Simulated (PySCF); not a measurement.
C₃H₆NO, SMILES O=C(C)[N]C (connectivity only; charge and spin as stated), charge -1, multiplicity 1.

Geometry optimised at B3LYP-D3(BJ)/def2-SVPD. The spin state was assumed, not searched. The isomer is the one that the SMILES or the coordinates give; other isomers of the formula were not compared.

Level of theory: r2SCAN/def2-SVPD in PySCF.

Symmetry labels are those of the subgroup Cs that the program uses (full group Cs).

Task: List the valence orbital energies around the gap with their symmetry. (Estimate from the structure and the level; the computed values follow.)

Result: 
```tsv
orbital	symmetry	energy (eV)
HOMO−7	A'	-5.89
HOMO−6	A"	-5.24
HOMO−5	A'	-4.91
HOMO−4	A'	-3.96
HOMO−3	A"	-3.10
HOMO−2	A'	-0.33
HOMO−1	A'	0.21
HOMO	A"	0.41
LUMO	A'	4.54
LUMO+1	A'	5.38
LUMO+2	A"	5.82
LUMO+3	A'	6.34
```
